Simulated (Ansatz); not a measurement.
K₁₀ (the lowest singlet isomer of a short search), 10 atoms. Hardware: 4 threads of Arm Neoverse V2 on a shared host.

Correlated methods freeze 50 core orbitals; core or outer-core shells of K are correlated, in sets that lack core-valence functions.

How many basis functions does each of these Ansatz runs have, and roughly what does it cost? PBE/def2-SVP, charge 0 singlet, relaxation, 5 steps; BHLYP/def2-TZVP, charge 0 singlet, energy, from earlier orbitals; r2SCAN/def2-TZVP, charge 0 singlet, energy, from earlier orbitals; LDA (SPW92)/def2-TZVP, charge 0 singlet, energy, from earlier orbitals; PBE0/def2-SVP, charge 0 singlet, energy, from earlier orbitals; PBE0/def2-TZVP, charge 0 singlet, energy, from earlier orbitals; PBE/def2-SVP, charge 0 singlet, energy, from earlier orbitals; RPA@PBE/def2-SVP, charge 0 singlet, energy, from earlier orbitals; MP2/def2-SVP, charge 0 singlet, energy, from earlier orbitals; PBE/def2-TZVP, charge 0 singlet, energy and forces, from earlier orbitals.

Other jobs shared the machine, so times can vary by a factor of up to 3.

```tsv
run	functions	fitting or Cholesky vectors	wall time	peak host memory (GiB)
LDA (SPW92)/def2-TZVP, charge 0 singlet, energy, from earlier orbitals	330	3250	7.5 s	0.96
PBE/def2-SVP, charge 0 singlet, energy, from earlier orbitals	240	2760	13 s	0.68
PBE/def2-TZVP, charge 0 singlet, energy and forces, from earlier orbitals	330	3250	18 s	0.97
PBE0/def2-SVP, charge 0 singlet, energy, from earlier orbitals	240	2280	18 s	1.1
RPA@PBE/def2-SVP, charge 0 singlet, energy, from earlier orbitals	240	2280	24 s	0.83
PBE0/def2-TZVP, charge 0 singlet, energy, from earlier orbitals	330	3240	31 s	1.9
BHLYP/def2-TZVP, charge 0 singlet, energy, from earlier orbitals	330	3240	34 s	1.9
PBE/def2-SVP, charge 0 singlet, relaxation, 5 steps	240	2760	38 s	0.64
r2SCAN/def2-TZVP, charge 0 singlet, energy, from earlier orbitals	330	3250	44 s	1.1
MP2/def2-SVP, charge 0 singlet, energy, from earlier orbitals	240	2280	44 s	1.8
```
